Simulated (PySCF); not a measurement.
**Calculated NMR parameters of FC(F)(F)CC([SiH3])[SiH3]**

| Item | Value |
| --- | --- |
| Formula | C3H9F3Si2 |
| SMILES | FC(F)(F)CC([SiH3])[SiH3] |
| InChI | InChI=1S/C3H9F3Si2/c4-3(5,6)1-2(7)8/h2H,1H2,7-8H3 |
| Point group of the computed structure | C1 |
| Degrees of unsaturation | 0 |
| Carbon signals | 3 |
| Proton signals | 3 |

Molfile (atoms numbered from 1):
```
C3H9F3Si2
     RDKit          3D

 17 16  0  0  0  0  0  0  0  0999 V2000
   -0.7204   -2.1453   -1.2639 F   0  0  0  0  0  0  0  0  0  0  0  0
    0.4246   -1.4682   -1.4542 C   0  0  0  0  0  0  0  0  0  0  0  0
    1.3682   -2.1181   -0.7577 F   0  0  0  0  0  0  0  0  0  0  0  0
    0.7371   -1.6367   -2.7533 F   0  0  0  0  0  0  0  0  0  0  0  0
    0.3123   -0.0043   -1.0892 C   0  0  0  0  0  0  0  0  0  0  0  0
    0.3108    0.2440    0.4170 C   0  0  0  0  0  0  0  0  0  0  0  0
   -1.0757   -0.7132    1.3269 Si  0  0  0  0  0  4  0  0  0  0  0  0
    0.2705    2.1260    0.7408 Si  0  0  0  0  0  4  0  0  0  0  0  0
   -0.6081    0.3617   -1.5492 H   0  0  0  0  0  0  0  0  0  0  0  0
    1.1567    0.4989   -1.5693 H   0  0  0  0  0  0  0  0  0  0  0  0
    1.2624   -0.1258    0.8120 H   0  0  0  0  0  0  0  0  0  0  0  0
   -0.7514   -2.1339    1.4215 H   0  0  0  0  0  0  0  0  0  0  0  0
   -1.1717   -0.1561    2.6769 H   0  0  0  0  0  0  0  0  0  0  0  0
   -2.3284   -0.5044    0.6013 H   0  0  0  0  0  0  0  0  0  0  0  0
    0.3942    2.3669    2.1751 H   0  0  0  0  0  0  0  0  0  0  0  0
    1.3955    2.7463    0.0331 H   0  0  0  0  0  0  0  0  0  0  0  0
   -0.9837    2.6742    0.2225 H   0  0  0  0  0  0  0  0  0  0  0  0
  1  2  1  0
  2  3  1  0
  2  4  1  0
  2  5  1  0
  5  6  1  0
  6  7  1  0
  6  8  1  0
  5  9  1  0
  5 10  1  0
  6 11  1  0
  7 12  1  0
  7 13  1  0
  7 14  1  0
  8 15  1  0
  8 16  1  0
  8 17  1  0
M  END
```

PySCF 2.14 calculation with structure optimised with GFN2-xTB and GIAO PBE0/pcSseg-1 shieldings; equivalent nuclei averaged, isolated molecule, one conformer, relativity neglected.

δ = σ(ref) − σ, references computed at the same level: 1H, 13C, 29Si vs TMS; 19F against CFCl3.

```tsv
carbon	δC, type	δH (multiplicity)	HMBC from (2–3 bonds)	span of the C tensor (ppm)
C2	136.3, C	–	H9/H10, H11	12
C5	38.7, CH2	2.25 (m)	H12/H13/H14/H15/H16/H17, H11	38
C6	-4.1, CH	0.59 (m)	H12/H13/H14/H15/H16/H17, H9/H10	23
```

Other nuclei:
```csv
atoms,nucleus,environment,δ (ppm),σ (ppm)
H12/H13/H14/H15/H16/H17,1H,hydrogen on a silicon bonded to C,3.97,27.75
F1/F3/F4,19F,fluorine of a CF3 group,-80.6,251.6
Si7/Si8,29Si,"silicon bonded to C, 3 H",-63.4,412.5
```

- Carbon types of the structure: 1 × C, 1 × CH, 1 × CH2, leaving 6 H on heteroatoms.
- δC 136.3: CF3 carbon; 3 electronegative neighbours deshield it.
- δC 38.7: sp3 CH2; a saturated carbon with 2 carbon neighbours and no heteroatom attached.
- δC -4.1: sp3 CH bonded to 2 Si; an electropositive neighbour leaves it electron-rich and shielded.
- δH 2.25: hydrogen on an sp3 CH2.
- δH 0.59: hydrogen on an sp3 CH bonded to 2 Si; an electropositive neighbour shields it, as in TMS itself.

Splittings by 19F in the carbon and heteronuclear signals aren't shown, as no couplings were computed. Shifts are as computed. Against solution values, carbons near 30 ppm lie about +3 ppm off and those near 130 ppm about +5 ppm. Of 1211 compounds with measured shifts, 218 miss one by over three times the rms of a fit or turn the order of signals round; such compounds aren't used in these exercises. Unscaled 19F shifts against computed CFCl3 carry errors that often reach 10 to 50 ppm. No couplings were computed; multiplicities are counted from neighbouring protons, with m where these are inequivalent, close in shift, in a saturated or five-membered ring or joined by F or P, and br s for small geminal =CH2 splittings.
